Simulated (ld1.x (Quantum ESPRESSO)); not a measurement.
# Ranking ultrasoft potentials for hydrogen (H)

All share these settings but for the change named:

```
Element                 : H (Z = 1)
Generator               : ld1.x (Quantum ESPRESSO) 7.5
Type                    : ultrasoft
Functional              : PBE
Relativity              : non-relativistic
Frozen core             : none
Valence charge          : 1
Reference configuration : 1s1
Partial waves           : 1s (bound): rcut 0.70, rcutus 0.85 bohr; 1s channel at 0.05 Ry: rcut 0.70, rcutus 0.85 bohr
Local potential         : all-electron potential smoothed inside 0.65 bohr (lloc = -1)
Core correction         : none
Augmentation charge     : PSQ, inside the norm-conserving radii
```

Cutoff: the first of the cutoffs (Ry, on a coarse ladder) from which the occupation-weighted sum of valence levels, in a spherical-Bessel basis at the reference potential, stays within 10 and 1 mRy of its value at 400 Ry; the density cutoff is not measured.

The base gives 25 Ry.

Of 10 variants that were run, those that failed, showed a ghost or another fault, or gave nearly equal values are left out.

A variant can come out equal or close to the base.

Q: Rank these variants from softest to hardest (loose cutoff).
A. waves 1s (bound): rcut 0.92, rcutus 1.12 bohr; 1s channel at 0.05 Ry: rcut 0.92, rcutus 1.12 bohr; local potential all-electron potential smoothed inside 0.86 bohr (lloc = -1)
B. waves 1s (bound): rcut 0.50, rcutus 0.62 bohr; 1s channel at 0.05 Ry: rcut 0.50, rcutus 0.62 bohr; local potential all-electron potential smoothed inside 0.48 bohr (lloc = -1)
C. scalar-relativistic
D. functional LDA (PZ)

A: A (18 Ry), D (21 Ry), C (25 Ry), B (30 Ry).
